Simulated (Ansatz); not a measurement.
# Molecular dynamics of H4C

Input file:

```yaml
accuracy: low
crystal:
  lattice:
    - [7.387659, 0.0, 0.0]
    - [0.0, 7.387659, 0.0]
    - [0.0, 0.0, 7.387659]
  atoms:
    - { symbol: C, position: [0.48244099, 0.81438597, 0.73577548] }
    - { symbol: H, position: [0.38093864, 0.81178399, 0.84007844] }
    - { symbol: H, position: [0.5757929, 0.71154138, 0.76526345] }
    - { symbol: H, position: [0.55857812, 0.94427921, 0.74095134] }
    - { symbol: H, position: [0.43848145, 0.80302109, 0.59015622] }
    - { symbol: C, position: [-0.00068996, 0.75346501, 0.584848] }
    - { symbol: H, position: [0.13631755, 0.81193073, 0.61171465] }
    - { symbol: H, position: [-0.03058517, 0.6572303, 0.68975722] }
    - { symbol: H, position: [0.00628198, 0.67620077, 0.45650554] }
    - { symbol: H, position: [-0.1124793, 0.85323684, 0.57487367] }
    - { symbol: C, position: [0.76552882, 0.40187883, 0.92280787] }
    - { symbol: H, position: [0.80441289, 0.52522558, 0.9974342] }
    - { symbol: H, position: [0.62842818, 0.3633357, 0.95350109] }
    - { symbol: H, position: [0.85770398, 0.28718129, 0.96788106] }
    - { symbol: H, position: [0.76358241, 0.39682144, 0.77553695] }
    - { symbol: C, position: [0.2645638, 0.32937781, 0.67529299] }
    - { symbol: H, position: [0.22519111, 0.45631659, 0.742587] }
    - { symbol: H, position: [0.35820354, 0.25815149, 0.75823802] }
    - { symbol: H, position: [0.32584228, 0.37308445, 0.55247501] }
    - { symbol: H, position: [0.13288641, 0.26625453, 0.66471273] }
    - { symbol: C, position: [0.69859399, 0.91735205, 0.1092651] }
    - { symbol: H, position: [0.7850105, 0.88921003, 0.23039863] }
    - { symbol: H, position: [0.5724287, 0.84774482, 0.14937421] }
    - { symbol: H, position: [0.76075289, 0.85556446, -0.00982212] }
    - { symbol: H, position: [0.66639073, 1.06319921, 0.10638458] }
    - { symbol: C, position: [0.65901168, 0.18340829, 0.48281862] }
    - { symbol: H, position: [0.62066985, 0.20579769, 0.34324974] }
    - { symbol: H, position: [0.58954618, 0.28755371, 0.56777192] }
    - { symbol: H, position: [0.799845, 0.19447569, 0.47914889] }
    - { symbol: H, position: [0.63238807, 0.04127615, 0.51793542] }
    - { symbol: C, position: [0.17778195, 1.03969557, 0.11329558] }
    - { symbol: H, position: [0.07480088, 0.94191002, 0.09590849] }
    - { symbol: H, position: [0.31663055, 0.98511178, 0.11588877] }
    - { symbol: H, position: [0.14253862, 1.12794723, 0.23067219] }
    - { symbol: H, position: [0.17843396, 1.13838833, 0.00165049] }
    - { symbol: C, position: [0.28243802, 0.50258224, 0.1946247] }
    - { symbol: H, position: [0.18109761, 0.4864869, 0.29635321] }
    - { symbol: H, position: [0.24253671, 0.42262452, 0.08104595] }
    - { symbol: H, position: [0.42339768, 0.46131205, 0.24384346] }
    - { symbol: H, position: [0.28098529, 0.64890569, 0.15009396] }
basis:
  ecutwfc: 420.0
kpoints:
  mp_grid: { grid: [1, 1, 1] }
hamiltonian:
  xc: pbesol
scf:
  occupations: { method: fermi_dirac, width: 0.05 }
  lower_state_search: "off"
md:
  timestep: 0.75
  n_steps: 400
  ensemble: nve
  temperature: 250.0
  initial_velocities: maxwell_boltzmann
  seed: 780771
```

Command:

```bash
$ ansatz run input.yaml --threads 1 --pin off --max-ram 3072MiB --backend cpu --events-out ev --progress --plain --runs-dir out
```

It goes on from the last frame of an earlier run, with new velocities.

Output, in part (step lines):

```
md step     0: t =     0.00 fs  T =   250.0 K  F+E_penalty+E_count = -2482.05616016 eV  E_kin = 1.260285 eV  conserved = -2480.79587517 eV  (7 SCF iters)
md step     1: t =     0.75 fs  T =   251.0 K  F+E_penalty+E_count = -2482.06069848 eV  E_kin = 1.265415 eV  conserved = -2480.79528300 eV  (7 SCF iters)
md step     2: t =     1.50 fs  T =   253.3 K  F+E_penalty+E_count = -2482.07105223 eV  E_kin = 1.277113 eV  conserved = -2480.79393927 eV  (7 SCF iters)
md step     3: t =     2.25 fs  T =   259.3 K  F+E_penalty+E_count = -2482.10167940 eV  E_kin = 1.307234 eV  conserved = -2480.79444519 eV  (7 SCF iters)
md step     4: t =     3.00 fs  T =   267.0 K  F+E_penalty+E_count = -2482.14226662 eV  E_kin = 1.345965 eV  conserved = -2480.79630198 eV  (7 SCF iters)
md step     5: t =     3.75 fs  T =   271.3 K  F+E_penalty+E_count = -2482.16439111 eV  E_kin = 1.367429 eV  conserved = -2480.79696212 eV  (5 SCF iters)
md step     6: t =     4.50 fs  T =   270.1 K  F+E_penalty+E_count = -2482.15702165 eV  E_kin = 1.361510 eV  conserved = -2480.79551122 eV  (4 SCF iters)
md step     7: t =     5.25 fs  T =   267.2 K  F+E_penalty+E_count = -2482.14037293 eV  E_kin = 1.346922 eV  conserved = -2480.79345062 eV  (4 SCF iters)
[... lines left out ...]
```

The steps, from the saved trajectory:

```csv
time (fs),T (K),potential energy less start (eV),conserved less start (meV/atom)
0.0,250,0.000,0.00
9.8,267,-0.086,0.02
19.5,272,-0.113,-0.02
29.2,247,0.013,-0.01
39.0,246,0.023,0.06
48.8,270,-0.097,0.06
58.5,292,-0.212,-0.05
68.2,275,-0.124,-0.01
78.0,274,-0.120,0.08
87.8,288,-0.190,-0.02
97.5,268,-0.088,0.01
107.2,240,0.056,0.09
117.0,258,-0.041,0.02
126.8,288,-0.193,-0.05
136.5,268,-0.088,0.04
146.2,257,-0.034,0.09
156.0,295,-0.229,-0.07
165.8,294,-0.223,-0.04
175.5,264,-0.065,0.08
185.2,264,-0.068,0.05
195.0,292,-0.212,0.01
204.8,291,-0.208,-0.01
214.5,274,-0.123,0.00
224.2,278,-0.146,-0.06
234.0,280,-0.153,-0.02
243.8,237,0.071,0.09
253.5,224,0.135,0.09
263.2,266,-0.081,-0.01
273.0,280,-0.152,-0.03
282.8,261,-0.055,-0.01
292.5,263,-0.067,-0.01
```

All steps were run. The conserved energy stayed within 0.11 meV per atom of its start (net change -0.048 meV per atom), so the integration is sound. A run of 0.3 ps of so small a system gives no equilibrium averages. Limits of this set-up: coarse k mesh, low accuracy level.

Mean squared displacements from the first frame to the last, about the centre of mass: C 0.85 Å², H 3.48 Å².

Last frame:

```xyz
40
Lattice="7.3877 0.0000 0.0000 0.0000 7.3877 0.0000 0.0000 0.0000 7.3877" Properties=species:S:1:pos:R:3
C 3.078 5.085 5.501
H 2.380 4.590 6.289
H 3.978 5.333 5.991
H 2.550 6.048 5.230
H 3.246 4.439 4.638
C -0.737 5.739 3.641
H -1.619 5.848 4.346
H -1.071 5.939 2.650
H -0.326 4.740 3.809
H 0.063 6.430 3.969
C 6.612 3.129 7.333
H 7.009 3.637 8.255
H 7.043 2.124 7.271
H 6.819 3.639 6.329
H 5.486 3.035 7.409
C 1.589 1.379 4.973
H 2.186 1.225 4.029
H 2.250 1.197 5.818
H 0.694 0.697 4.946
H 1.260 2.420 5.129
C 4.783 7.100 0.555
H 5.128 6.265 -0.083
H 4.222 7.752 -0.116
H 5.636 7.551 1.023
H 4.187 6.720 1.391
C 5.286 2.312 3.341
H 5.784 1.359 3.006
H 4.554 2.076 4.109
H 4.839 2.809 2.512
H 6.083 3.027 3.668
C 1.268 7.850 1.396
H 0.377 7.305 1.483
H 1.087 8.945 1.568
H 1.701 7.777 0.373
H 1.966 7.487 2.142
C 2.704 3.911 1.461
H 3.439 3.535 0.750
H 2.882 3.471 2.461
H 1.655 3.899 1.109
H 3.090 4.984 1.536
```

Run time: 12 min on 1 thread of Arm Neoverse V1 (shared host), peak memory 0.38 GiB.
